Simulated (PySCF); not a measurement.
C₂H₈BNSi.
SMILES: `[BH2-]([SiH2]C#C)[NH3+]`

Torsions of this conformer, `[CH:1]#[C:2][SiH2:3][BH2-:4][NH3+:5]`: C2–Si3–B4–N5 -31°.

The closed-shell ground state was solved at several levels (PySCF, density fitting, gas phase, non-relativistic). Isolated species at its PBE0-D3(BJ)/def2-SVP geometry (one conformer only).

```csv
level,basis functions,total energy (Eh),HOMO (eV),LUMO (eV),gap (eV),dipole (D)
HF/pcSseg-2,299,-448.4729,-9.56,1.90,11.46,5.47
BP86/pcSseg-2,299,-450.1770,-5.96,-1.10,4.86,5.24
PBE/pcSseg-2,299,-449.7769,-5.86,-1.20,4.66,5.23
B3LYP/def2-TZVP,209,-450.1727,-6.75,-0.45,6.30,5.28
PBE0/pcSseg-0,65,-449.0480,-7.13,0.40,7.53,5.76
```

(1) What might B3LYP/pcSseg-2 (299 basis functions) give for the same quantities?

(2) Over all these levels, which gives the widest orbital gap and which the narrowest?

(3) In the pcSseg-2 basis, how does the gap go with the fixed share of exact exchange?

(4) How far do the dipole and the HOMO energy spread over the levels?

Results:

(1) Total energy -450.1854 Eh, HOMO -6.77 eV, LUMO -0.73 eV, gap 6.04 eV, dipole 5.28 D.

(2) HF/pcSseg-2 (Hartree–Fock, all exact exchange) has the widest, 11.46 eV, and PBE/pcSseg-2 (GGA) the narrowest, 4.66 eV. The two share the basis. From the narrowest to the widest the HOMO moves by -3.70 eV and the LUMO by +3.10 eV.

(3) PBE (0 %) 4.66 eV; BP86 (0 %) 4.86 eV; B3LYP (20 %) 6.04 eV; HF (100 %) 11.46 eV. Each rise in the share widens the gap here.

(4) The dipole runs from 5.23 to 5.76 D (mean 5.38 D) and the HOMO from -9.56 to -5.86 eV.
